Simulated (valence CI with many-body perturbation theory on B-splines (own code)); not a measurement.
## Level structure of In42+

Method: relativistic CI+MBPT: five valence electrons over a frozen Dirac-Fock core [He], radial functions for each j: 11 s, 11 p, 10 d, 8 f, 5 g, 2 h, with the one-electron correlation potential Σ1 (screened to all orders), the two-electron term Σ2, the three-electron term Σ3, Breit, model QED; selected single and double excitations, second order for the rest, scaled by the run's own slope (own B-spline code, finite nucleus).

No measured spectrum was set against this ion. As an estimate, large intervals hold to a few tenths of a per cent, small ones and those within an open d or f shell to about a per cent. Among the levels kept, up to 7100 cm⁻¹ of a level comes from second order outside the variational space, and about a tenth of that is noise between levels of different J, which matters for small intervals.

Levels 181 to 205 of 205, with energies above the lowest level, (2s^2 2p1/2^2 2p3/2) J=3/2. "Leading %" is the weight of the configuration and term that name the level; weights of strongly mixed levels are sums over their largest components and can fall short. In the jj column 3d3/2^4 stands for four electrons in 3d with j = 3/2. Lifetimes count E1, E2, E3, M1 and M2 decay at the calculated energies, and are blank where another channel may lead or the interval is too uncertain; long ones can be off by a factor of two.

```tsv
No.	Configuration	Term	J	E (eV)	Leading %	Leading jj	Lifetime	g
181	2s 2p3 3d	2P°	1/2	4584.6	45	2s 2p1/2 2p3/2^2 3d3/2 (92 %)	2.76 fs	0.914
182	2s 2p3 3d	2F°	7/2	4584.8	54	2s 2p1/2 2p3/2^2 3d5/2 (96 %)	22.0 fs	1.178
183	2s 2p3 3d	2F°	7/2	4587.8	43	2s 2p1/2 2p3/2^2 3d5/2 (93 %)	4.45 fs	1.199
184	2s 2p3 3d	2P°	3/2	4588.2	39	2s 2p1/2 2p3/2^2 3d5/2 (69 %)	3.70 fs	1.077
185	2s 2p3 3d	2D°	5/2	4592.3	42	2s 2p1/2 2p3/2^2 3d5/2 (93 %)	7.49 fs	1.129
186	2s 2p3 3d	2S°	1/2	4593.2	50	2s 2p1/2 2p3/2^2 3d5/2 (85 %)	2.91 fs	1.455
187	2s 2p3 3d	2D°	3/2	4594.1	44	2s 2p1/2 2p3/2^2 3d5/2 (94 %)	13.1 fs	1.099
188	2s 2p3 3d	2D°	3/2	4599.3	38	2s 2p1/2 2p3/2^2 3d5/2 (78 %)	2.17 fs	1.185
189	2s 2p3 3d	2D°	5/2	4604.5	40	2s 2p1/2 2p3/2^2 3d5/2 (87 %)	2.47 fs	1.061
190	2p4 3s	2S	1/2	4605.1	55	2p1/2^2 2p3/2^2 3s (94 %)	49.0 fs	2.010
191	2p4 3p	4P°	3/2	4618.5	32	2p1/2^2 2p3/2^2 3p1/2 (89 %)	20.5 fs	1.476
192	2p4 3p	2D°	5/2	4621.4	32	2p1/2^2 2p3/2^2 3p1/2 (93 %)	26.6 fs	1.215
193	2s 2p3 3s	2P°	1/2	4622.4	49	2s 2p3/2^3 3s (94 %)	25.8 fs	0.984
194	2s 2p3 3s	2P°	3/2	4625.3	42	2s 2p3/2^3 3s (87 %)	135 fs	1.434
195	2s 2p3 3p	4P	3/2	4637.2	33	2s 2p3/2^3 3p1/2 (95 %)	49.8 fs	1.566
196	2s 2p3 3p	2D	5/2	4640.5	38	2s 2p3/2^3 3p1/2 (95 %)	16.2 fs	1.237
197	2p4 3p	2P°	1/2	4657.4	69	2p1/2^2 2p3/2^2 3p1/2 (88 %)	21.6 fs	0.704
198	2p4 3p	2D°	5/2	4680.4	48	2p1/2^2 2p3/2^2 3p3/2 (97 %)	15.3 fs	1.331
199	2p4 3p	4D°	7/2	4680.7	70	2p1/2^2 2p3/2^2 3p3/2 (97 %)	16.7 fs	1.336
200	2p4 3p	2P°	1/2	4683.1	44	2p1/2^2 2p3/2^2 3p3/2 (91 %)	13.6 fs	1.270
201	2s 2p3 3p	2P	1/2	4687.1	39	2s 2p3/2^3 3p1/2 (92 %)	12.3 fs	1.523
202	2s 2p3 3p	4D	7/2	4688.2	52	2s 2p3/2^3 3p3/2 (96 %)	931 fs	1.357
203	2s 2p3 3p	2D	3/2	4689.1	36	2s 2p3/2^3 3p1/2 (76 %)	203 fs	1.115
204	2s 2p3 3p	2P	3/2	4692.6	44	2s 2p3/2^3 3p3/2 (75 %)	9.53 fs	1.279
205	2s 2p3 3p	2D	5/2	4695.7	37	2s 2p3/2^3 3p3/2 (95 %)	23.6 fs	1.360
```
